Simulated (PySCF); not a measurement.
BCl, SMILES [B]Cl (connectivity only; charge and spin as stated), charge +1, multiplicity 2. Atoms are numbered in the order given.

```xyz
2

B      0.0000     0.0000    -1.2366
Cl     0.0000     0.0000     0.3637
```
Charge +1, spin multiplicity 2.

Geometry optimised at B3LYP-D3(BJ)/def2-TZVPD.

All values below come from PBE/def2-TZVPD run with PySCF.

Mulliken values depend strongly on the basis, most of all with diffuse functions as here. ESP charges are fitted to the potential on shells at 1.4 to 2.0 van der Waals radii. Atomic charges (e):

| atom | ESP fit | meta-Löwdin | Mulliken spin |
|---|---|---|---|
| B1 | 0.57 | 0.51 | 1.01 |
| Cl2 | 0.43 | 0.49 | -0.01 |
